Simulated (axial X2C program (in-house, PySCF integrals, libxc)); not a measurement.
What spin–orbit coupling does to PdBi⁺

Calculated with an in-house all-electron X2C program for linear molecules (integrals from PySCF). Spin-free means the one-electron spin-free X2C Hamiltonian; two-component (2c) means X2C with spin–orbit coupling and atomic mean-field two-electron Coulomb and Gaunt terms, so the difference of the two also holds small scalar two-electron terms. Basis: Bi dyall-v2z [10s12p9d5f], Pd dyall-v2z [10s10p7d2f] (cores contracted in-house); Gaussian nuclei, density fitting, unrestricted open shells. Masses: Bi 208.980 u, Pd 105.903 u.

Spin-free state: M_S = 1, Λ = 1 (beyond evenly filled blocks: σα, π+α); fragments Bi + Pd+.

| level | Re (Å) | ωe (cm⁻¹) | De (eV) | μ (D) |
| --- | --- | --- | --- | --- |
| HF | 2.602 | 172.7 | -0.963 | 0.62 |

Dipoles are positive if Pd is the positive end and refer to the centre of mass.

Two-component determinant lowest at the distance of the search:

Ω = 0 (closed shell); fragments Bi + Pd+.

| level | Re (Å) | ωe (cm⁻¹) | μ (D) |
| --- | --- | --- | --- |
| HF | 2.709 | 118.1 | -0.72 |

From the two tables, how do the constants change at the HF level (2c against spin-free)?

At the HF level Re goes up by 0.107 Å and ωe goes down by 54.6 cm⁻¹. The two determinants differ in configuration, so these shifts compare two states and are not the spin–orbit effect on one state.

The state is a single determinant with fixed occupations, the lowest that a limited PBE0 search found. Closed shells are restricted here (equal orbitals for both partners); the stretched side of such a curve lies too high. Dissociation energies refer to the lowest single-determinant-based atoms at the same level and basis. De is not given where an atomic determinant may have missed its ground term or J level, or where the truncated virtual space spoils (T). Other states lie close and PBE0, whose exact exchange favours high spin, may order them wrongly; the determinant shown need not be the ground state. The nearest other spin-free determinant of the search, M_S = 0, Λ = 1, lies 0.15 eV up at the distance of the search. The 2c shell is closed although the spin-free state is open, so other pairings can mix in. Some points did not converge and are left out. The determinant is spin-polarised beyond a pure state at some levels (its spin-free form has ⟨S²⟩ too high), which makes Re and μ there less reliable.
